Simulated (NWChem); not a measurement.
# CH5ClFNSi; SMILES C[Si](N)(F)Cl

```xyz
10

C      1.3482     1.1469     0.9094
Si    -0.0403     0.3418    -0.0304
N     -1.5690     0.7408     0.6239
F      0.1182     0.7383    -1.5917
Cl     0.0986    -1.7269     0.0252
H      1.3529     0.8169     1.9528
H      1.2436     2.2386     0.8947
H      2.3162     0.8988     0.4624
H     -2.3884     0.1968     0.3817
H     -1.8057     1.7089     0.8073
```
Atoms are numbered in this order, from 1.

Results from NWChem. Medium grid unless said otherwise, to which SCAN and Minnesota functionals are sensitive. The geometry was optimised at B3LYP/6-31G* (spherical d). Total energies of different functionals are on different scales.

| level | energy (Ha) | highest occupied level (eV) | orbital gap (eV) | dipole (D) |
|---|---|---|---|---|
| PBE/def2-SVP | -944.6183 | -6.30 | 6.69 | 2.60 |
| B3LYP/def2-SVP | -945.2122 | -7.59 | 8.50 | 2.62 |
| TPSSh/def2-SVP | -945.2125 | ? | ? | 2.69 |
| M06-2X/def2-SVP | -945.0734 | -9.42 | 11.40 | 2.74 |
| LDA (Slater exchange, VWN5)/def2-SVP | -941.0761 | -6.43 | 6.70 | 2.65 |
| Hartree-Fock/def2-SVP | -942.8831 | -11.82 | 16.03 | 2.83 |

Question: Some entries are withheld; supply them.

Answer: 
- TPSSh/def2-SVP, highest occupied level (eV): -7.08
- TPSSh/def2-SVP, orbital gap (eV): 8.04
